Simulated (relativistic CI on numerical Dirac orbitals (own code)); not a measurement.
Li²⁺: q coefficients

Method of calculation: Dirac equation for one electron (own radial code, finite nucleus).

CI space: 1s, 2s, 2p. Levels of other configurations are missing.

With x = (α/α₀)² − 1 an excitation energy changes as ω = ω₀ + qx; K = 2q/ω₀ is the relative enhancement. Terms are leading LS components, so labels can repeat.

Lowest level 1s 2S_1/2.

```tsv
Level	ω₀ (cm⁻¹)	q (cm⁻¹)	K
2p 2P°_1/2	740750	81.39	0.00022
2s 2S_1/2	740750	81.39	0.00022
2p 2P°_3/2	740780	111	0.0003
```
